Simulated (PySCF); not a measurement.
PbI2, SMILES [I][Pb][I] (connectivity only; charge and spin as stated), neutral, multiplicity 1.

Geometry optimised at B3LYP-D3(BJ)/def2-SVP. The isomer is the one that the SMILES or the coordinates give; other isomers of the formula were not compared. The def2 effective core potentials stand for the cores of I, Pb; spin–orbit coupling is left out.

Calculation: CAM-B3LYP/def2-TZVPD (PySCF).

The molecule is in vacuum.

```yaml
total_energy: -788.38733 hartree
point_group: C2v
highest_occupied_level: -8.42 eV
lowest_empty_level: -2.59 eV
orbital_gap: 5.84 eV
dipole_moment: 4.09 D
quadrupole, principal values (traceless, Buckingham form, about the centre of nuclear charge): -12.34, 5.17, 7.17 D·Å
mean_static_polarisability: 126.8 bohr³ (18.80 Å³)
polarisability_principal_values: 85.6, 120.3, 174.6 bohr³
```
